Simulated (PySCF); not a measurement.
Excitation energy of N⁺ by level of theory

N⁺ [He] 2s2 2p2 (3P) → N⁺ [He] 2s1 2p3 (5S), as a difference of total energies. Computed with PySCF 2.14 in aug-cc-pVQZ-DK (6s5p4d3f2g, 80 functions), with the spin-free X2C one-electron Hamiltonian (Gaussian nucleus). Correlated levels: valence: 1s2 frozen. The calculations carry no spin-orbit coupling.

**Question.** Order these methods by the excitation energy they give, lowest first.
A. PBE0
B. TPSS
C. PBE
D. LDA

**Answer.** A (5.663 eV), D (5.708 eV), C (5.819 eV), B (6.101 eV).

Errors of the correlated levels include the incompleteness of this basis and the frozen core.

For comparison: 5.790 eV (measured; NIST levels, between the centres of gravity of the two terms).
